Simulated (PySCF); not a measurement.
A calculated (PBE0, PySCF 2.14, x2c-QZVPPall, the spin-free X2C one-electron Hamiltonian (Gaussian nucleus)) atom or ion has these occupied shells.

```tsv
shell	electrons	orbital energy (eV)	rms radius, mean of both spins (bohr)
1s α	1	-20917.9	0.0394
1s β	1	-20917.9	0.0394
2s α	1	-3005.4	0.162
2s β	1	-3004.6	0.162
2p α	3	-2689.0	0.144
2p β	3	-2688.4	0.144
3s α	1	-532.93	0.444
3s β	1	-532.49	0.444
3p α	3	-428.24	0.448
3p β	3	-427.75	0.448
3d α	5	-258.66	0.437
3d β	5	-257.79	0.437
4s α	1	-80.475	1.13
4s β	1	-76.240	1.13
4p α	3	-51.439	1.26
4p β	3	-46.475	1.26
4d α	5	-10.706	1.84
5s α	1	-7.391	3.39
5p α	1	-3.141	4.63
```

Task: Name the element and its charge.

Result: Tc (technetium, neutral), in [Kr] 4d5 5s1 5p1, high-spin 8P determinant (an excited configuration).
